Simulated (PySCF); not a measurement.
**Dipole response of Os⁺ (osmium, charge +1)**

[Xe] 4f14 5d6 6s1, high-spin 6D determinant. All numbers are calculated (PySCF 2.14, scalar relativity through the core potential, in aug-cc-pVTZ-PP with one added diffuse shell each of s, p, d, f, g type with ECP60MDF (7s7p6d4f3g, 113 functions)). Coupled (time-dependent) response in atomic units; α is the mean over directions.

```csv
method,mean α (bohr³),"α xx, yy, zz",C₆ (like pair),S(−4)
UHF,34.02,"33.88, 33.88, 34.29",282.2,541.3
PBE,27.36,"27.79, 27.79, 26.50",228.4,273.0
```

S(−4) is the Cauchy moment in α(ω) = α(0) + S(−4) ω² + …

Spin-orbit coupling is absent.

α(iu) at PBE:

| u (hartree) | α(iu) (bohr³) |
| --- | --- |
| 0 | 27.36 |
| 0.0500 | 26.70 |
| 0.100 | 24.96 |
| 0.200 | 20.29 |
| 0.300 | 16.14 |
| 0.500 | 10.85 |
| 0.750 | 7.407 |
| 1.00 | 5.470 |
| 1.50 | 3.390 |
| 2.00 | 2.316 |
| 3.00 | 1.271 |
| 5.00 | 0.5414 |

A single London oscillator, α(iu) = α/(1 + u²/ω²), gives C₆ = (3/4) ω α². Matching the computed C₆ needs ω = 4 × 228.4 / (3 × 27.36²) = 0.407 hartree.

For an ion, C₆ is the dispersion term alone; charge-induced terms of lower order in 1/R come first.

The components differ because the open shell of this determinant is not spherical; for a pure term their mean is the scalar polarisability.

Energies and moments cover only the electrons outside the core potential. Spin-orbit coupling, absent here, splits the open shell strongly.
